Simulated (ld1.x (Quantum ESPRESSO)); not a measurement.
# Building the ultrasoft potential for chromium (Cr) (PBEsol, fully relativistic).

```
Element                 : chromium
Generator               : ld1.x (Quantum ESPRESSO) 7.5
Type                    : ultrasoft
Functional              : PBEsol
Relativity              : fully relativistic
Frozen core             : [Ne]
Valence charge          : 14
Reference configuration : 3s2 3p6 3d5 4s1 4p0
Partial waves           : 3s (bound): rcut 1.40, rcutus 1.85 bohr; 4s (bound): rcut 1.40, rcutus 1.85 bohr; 3p (bound): rcut 1.35, rcutus 1.45 bohr; 4p (bound, empty): rcut 1.35, rcutus 1.45 bohr; 3d (bound): rcut 0.80, rcutus 1.05 bohr; 3d channel at 2.5 Ry: rcut 0.80, rcutus 1.05 bohr
Local potential         : all-electron potential smoothed inside 1.15 bohr (lloc = -1)
Core correction         : Bessel-smoothed model core, default radius (core density twice the valence density)
Augmentation charge     : built from norm-conserving waves at rcut, not smoothed further
```

Open shells are filled in proportion to 2j + 1 (rel_dist='average').

Question: Is the overlap operator S = 1 + Σ q|β⟩⟨β| positive definite (Bessel basis up to 400 Ry)?

Answer: No: its lowest eigenvalue is -0.638, in the p1/2 channel, so the generalised eigenproblem breaks down once the basis is large enough.

Its largest configuration-test error is +1430 meV (3s2 3p6 3d3 4s0 4p0), which is poor. Test run stopped at test 6 of 7 (negative rho).

A Bessel basis up to 400 Ry misses an occupied level by 0.05 Ry, so cutoffs and ghosts were not judged. Its overlap operator is not positive definite in a basis up to 400 Ry (lowest eigenvalue s -0.15, p1/2 -0.64, p3/2 -0.46), so the file is unfit for use: the generalised eigenproblem breaks down once the basis is large enough, and its test numbers describe a broken file. The potential misses its own reference levels by up to 0.9 eV.
